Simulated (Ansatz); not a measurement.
Pr (SMILES [Pr]), quartet (typed; the unrestricted solution is spin-contaminated) (core potentials on Pr); HF/def2-SVP (Ansatz, a first-principles code).

Ansatz was given this input:
Ansatz 0.2 input:
```yaml
crystal:
  periodic: [false, false, false]
  atoms:
    - {symbol: Pr, position_ang: [0.00000000, 0.00000000, 0.00000000]}
basis:
  gaussian:
    orbitals: def2-SVP
hamiltonian:
  xc: hf
magnetization: {spin_polarized: true, initial_magnetization: 3}
```

Task: Predict the main parts of the log of this Ansatz run.

Result: 
```
Functional definition: HF
546 factors; integrals over basis functions are off by at most 1.4e-4 eV
mean field evaluation 1: about -13959.9740 eV, gradient 1.0e2 eV
mean field evaluation 2: about -13961.1179 eV, gradient 9.9e1 eV
mean field evaluation 4: about -13938.4288 eV, gradient 1.7e2 eV
mean field evaluation 8: about -14005.7236 eV, gradient 5.1e1 eV
mean field evaluation 16: about -14022.3058 eV, gradient 1.7e0 eV
mean field evaluation 32: about -14022.2771 eV, gradient 6.5e-1 eV
mean field evaluation 64: about -14022.4702 eV, gradient 8.7e-2 eV
mean field evaluation 96: about -14022.4569 eV, gradient 1.2e-1 eV
mean field evaluation 128: about -13959.9740 eV, gradient 1.0e2 eV
mean field evaluation 160: about -14022.4572 eV, gradient 2.6e-1 eV
mean field evaluation 192: about -14022.4705 eV, gradient 4.2e-3 eV
mean field evaluation 224: about -14022.4743 eV, gradient 1.6e-2 eV
mean field evaluation 256: about -14022.4523 eV, gradient 3.5e-1 eV
mean field evaluation 288: about -14022.4705 eV, gradient 4.5e-3 eV
mean field evaluation 320: about -14022.4743 eV, gradient 1.6e-2 eV
mean field evaluation 352: about -14022.4441 eV, gradient 2.0e-1 eV
mean field evaluation 384: about -14022.4166 eV, gradient 2.0e-1 eV
mean field evaluation 416: about -14022.0418 eV, gradient 1.7e0 eV
mean field evaluation 448: about -14022.4381 eV, gradient 1.3e-1 eV
mean field evaluation 480: about -14022.4250 eV, gradient 2.2e-1 eV
mean field evaluation 512: about -14017.2931 eV, gradient 2.2e0 eV
mean field evaluation 544: about -14022.2329 eV, gradient 4.9e-1 eV
mean field evaluation 576: about -14022.3659 eV, gradient 6.7e-2 eV
mean field evaluation 608: about -14022.2289 eV, gradient 1.2e-1 eV
mean field evaluation 640: about -13984.8335 eV, gradient 9.3e1 eV
mean field evaluation 672: about -14002.8833 eV, gradient 4.1e1 eV
mean field evaluation 704: about -13959.9740 eV, gradient 1.0e2 eV
mean field evaluation 736: about -14022.4729 eV, gradient 3.8e-1 eV
mean field -14022.47440435 eV, -515.3164295853 hartree, gradient 7.2e-6 eV, S^2 4.025831; 6 other end points of the search recorded, 0 dependent functions left out
reference -14022.47440435 eV, -515.3164295853 hartree; 17, 14 occupied and 61, 64 virtual orbitals, 546 factors
Total energy: -14022.47440435 eV, -515.3164295853 hartree
```
